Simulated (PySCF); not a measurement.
**Checking a proposed structure**

A compound C₇H₁₃OPSi gives the data below (simulated from a calculation) and was assigned the structure `Cc1oc([Si](C)(C)C)cp1`.

13C{1H} NMR (computed): δ 186.0 (CH), 181.6 (C), 120.8 (C), 38.8 (C), 31.6 (CH3, 3C).

1H NMR (400 MHz, computed): δ 8.86 (m, 1H), 4.81 (m, 3H), 1.49 (s, 9H).

- NMR shieldings at PBE0/pcSseg-1/GIAO
- coordinates at the GFN2-xTB level
- code: PySCF
- one conformer, in vacuum, non-relativistic Hamiltonian, rapidly exchanging positions averaged

Scale: 1H and 13C vs TMS (reference shieldings calculated alike).

(1) Compare with the shifts computed for the proposed structure, pairing carbons in order of shift.

(2) Which isomer fits?

Results:

(1) Atoms are numbered as in `[CH3:1][c:2]1[o:3][c:4]([Si:5]([CH3:6])([CH3:7])[CH3:8])[cH:9][p:10]1`; H(Xn) means a hydrogen on atom n.

```json
{"atom": "C2", "computed for proposal": "207.9", "given list": "186.0", "difference": "+21.9"}
{"atom": "C4", "computed for proposal": "171.8", "given list": "181.6", "difference": "-9.8"}
{"atom": "C9", "computed for proposal": "140.7", "given list": "120.8", "difference": "+19.9"}
{"atom": "C1", "computed for proposal": "21.5", "given list": "38.8", "difference": "-17.3"}
{"atom": "C6", "computed for proposal": "-0.6", "given list": "31.6", "difference": "-32.2"}
{"atom": "C7", "computed for proposal": "-0.6", "given list": "31.6", "difference": "-32.2"}
{"atom": "C8", "computed for proposal": "-0.6", "given list": "31.6", "difference": "-32.2"}
```

The rms difference is 25.0 ppm and the largest -32.2 ppm at C6 (methyl carbon bonded to Si). The carbon types in order of shift don't match either: C, C, CH, CH3, CH3, CH3, CH3 for the proposal against CH, C, C, C, CH3, CH3, CH3 in the data. The proposal doesn't fit.

(2) `InChI=1S/C7H13OPSi/c1-7(2,3)5-6(10)9-4-8-5/h4H,1-3,10H3`.

δC 186.0: aromatic CH next to the ring oxygen. δC 181.6: substituted aromatic carbon next to the ring oxygen. δC 120.8: substituted aromatic carbon. δH 8.86: hydrogen on an aromatic CH next to the ring oxygen; the ring current deshields protons in the ring plane.

Other isomers checked: Cc1occ([Si](C)(C)C)p1 (rms 26.3 ppm).

The shifts were computed for this structure.

Splittings by 31P in the carbon and heteronuclear signals aren't shown, as no couplings were computed. Shifts are as computed. Against solution values, carbons near 30 ppm lie about +3 ppm off and those near 130 ppm about +5 ppm. Of 1211 compounds with measured shifts, 218 miss one by over three times the rms of a fit or turn the order of signals round; such compounds aren't used in these exercises. Multiplicities follow the n + 1 count of equivalent neighbours, as no J values were calculated; m marks all less simple cases, F and P coupling included.
